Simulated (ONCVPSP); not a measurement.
**An odd input for ONCVPSP 4.0.1 (rhenium)**

Command:

```bash
oncvpsp.x < Re.dat > Re.out
```

Input:

```
# ATOM AND REFERENCE CONFIGURATION
# atsym  z   nc   nv     iexc    psfile
  Re 75.00   10    4        4      upf
#
#   n    l    f
    1    0    2.00
    2    0    2.00
    2    1    6.00
    3    0    2.00
    3    1    6.00
    3    2   10.00
    4    0    2.00
    4    1    6.00
    4    2   10.00
    4    3   14.00
    5    0    2.00
    5    1    6.00
    5    2    5.00
    6    0   15.00
#
# PSEUDOPOTENTIAL AND OPTIMIZATION
# lmax
    3
#
#   l,   rc,      ep,       ncon, nbas, qcut
    0    1.35    0.00    4    7    7.30
    1    1.60    0.00    4    9   10.90
    2    2.15    0.00    5   10    5.70
    3    2.15    0.44    4    7    4.90
#
# LOCAL POTENTIAL
# lloc, lpopt,  rc(5),   dvloc0
    4    5    1.10   -1.00
#
# VANDERBILT-KLEINMAN-BYLANDER PROJECTORs
# l, nproj, debl
    0    2    1.30
    1    2    1.50
    2    2    2.30
    3    2    3.70
#
# MODEL CORE CHARGE
# icmod, fcfact, rcfact
    3    5.25    1.55
#
# LOG DERIVATIVE ANALYSIS
# epsh1, epsh2, depsh
   -5.00    5.00    0.04
#
# OUTPUT GRID
# rlmax, drl
    6.00    0.01
#
# TEST CONFIGURATIONS
# ncnf
    4
# nvcnf
#   n    l    f
    4
    5    0    2.00
    5    1    6.00
    5    2    5.00
    6    0    2.00
#
    4
    5    0    2.00
    5    1    6.00
    5    2    5.00
    6    0    0.00
#
    4
    5    0    2.00
    5    1    6.00
    5    2    4.00
    6    0    0.00
#
    4
    5    0    2.00
    5    1    6.00
    5    2    5.00
    6    0    1.50
#
```

This is an input that runs to its end, with one change: occupation of the last valence shell set to 15.00. The unchanged file is no sound one. Note: no bound ghost flagged; GHOST(+) flagged for s at 104.9 eV, p at 352.9 eV.

Q: How does the run end?

A: The program refuses the input: "test_data: reference configuration is negative ion".

```
ONCVPSP  (Optimized Norm-Conservinng Vanderbilt PSeudopotential)
scalar-relativistic version 4.0.1

test_data: reference configuration is negative ion
ERROR: test_data found   1 ERROR; stopping
```
